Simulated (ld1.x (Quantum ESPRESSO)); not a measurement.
An odd input for ld1.x (Quantum ESPRESSO) 7.5 (chromium)

Command:

```bash
ld1.x < Cr.in > Cr.out
```

Input:

```
&input
   title='Cr', zed=24., rel=1, dft='PBE', iswitch=3,
   config='[Xe] 3d5 4s0 4p0',
   nld=3, rlderiv=2.45, eminld=-8.0, emaxld=5.0, deld=0.04
 /
 &inputp
   pseudotype=3, lpaw=.true., tm=.true., lloc=-2, rcloc=1.05,
   nlcc=.true., rcore=1.15,
   which_augfun='PSQ', rmatch_augfun=1.30,
   file_pseudopw='Cr.UPF', file_wfcaegen='ae.wfc', file_wfcncgen='nc.wfc', file_beta='beta', file_chi='chi', file_wfcusgen='us.wfc'
 /
6
3S  1  0   2.00   0.00  1.20  1.35  0.0
4S  2  0   0.00   0.00  1.20  1.35  0.0
3P  2  1   6.00   0.00  1.30  1.55  0.0
4P  3  1   0.00   0.00  1.30  1.55  0.0
3D  3  2   5.00   0.00  1.80  2.25  0.0
3D  3  2   0.00   0.30  1.80  2.25  0.0
 &test
   configts(1)='3s2 3p6 3d5 4s0 4p0'
 /
```

Output:

```
Program LD1 v.7.5

 %%%%%%%%%%%%%%%%%%%%%%%%%%%%%%%%%%%%%%%%%%%%%%%%%%%%%%%%%%%%%%%%%%%%%%%%%%%%%%
     Error in routine el_config (12):
     wavefunction 3D found too many times
 %%%%%%%%%%%%%%%%%%%%%%%%%%%%%%%%%%%%%%%%%%%%%%%%%%%%%%%%%%%%%%%%%%%%%%%%%%%%%%

     stopping ...
```

Task: This input was made by a single change from one that runs to its end. What was changed?

Result: The change: core typed as [Xe] in place of [Ar]. The program refuses the input: "el_config: wavefunction 3D found too many times".
